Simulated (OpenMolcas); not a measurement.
Cu2+ (d9) in a complex was computed by CASSCF with the d shell active (OpenMolcas, ANO-RCC-VTZP on the metal). Its lowest spin-free states, and all those of the highest spin:

| 2S+1 | Degeneracy | E (cm-1) |
| --- | --- | --- |
| 2 | 1 | 0.0 |
| 2 | 1 | 995.7 |
| 2 | 1 | 2969 |
| 2 | 2 | 3366 |

Is the site octahedral, tetrahedral or cube-like, axial, or of lower symmetry?

The states with 2S+1 = 2 have orbital degeneracies 1, 1, 1, 2. There are pairs but no triples, so the site is axial: not cubic, but with a proper or improper axis of order three or more. The run had Cu2+ with 6 ligands (chloride, bromide on the axis) in tetragonal octahedral coordination (D4h) at 2.49 Å, the axial distance 2.639 Å. A charge of +0.667 e stands 2.4 Å behind each ligand. Ligand basis ANO-RCC-VDZP.

Ligand-to-metal charge-transfer states are missing. With metal d orbitals alone and no dynamic correlation the field as a rule comes out too small, by tens of per cent, by up to half for chloride and softer ligands, and the orbital part of g and χT, which goes as 1/10Dq, too large. No measured value stands beside these numbers; the geometry is a model, was not optimised and need not be the one that this ion takes.
